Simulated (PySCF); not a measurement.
Level of theory: PBE0-D3(BJ)/def2-TZVP run with PySCF. All species are isolated molecules in the gas phase. Excitations are Tamm–Dancoff values on a coarser integration grid. The basis has no diffuse functions, so Rydberg states are missing or too high.

Reference species (SMILES): `B1C=C1` (neutral, multiplicity 1).

The HOMO–LUMO gap is 7.76 eV and the T1 excitation (TDA) is 5.11 eV. The S1 oscillator strength is 0.003 and the HOMO comes out as -8.02 eV.

Changed species: `B=C=C`.

Task: What does the change do to the HOMO–LUMO gap, T1 excitation (TDA), S1 oscillator strength and HOMO?

Result: the HOMO–LUMO gap falls by 4.04 eV, to 3.72 eV; the T1 excitation (TDA) falls by 3.79 eV, to 1.32 eV; the S1 oscillator strength is nearly the same; the HOMO rises by 1.69 eV, to -6.33 eV.
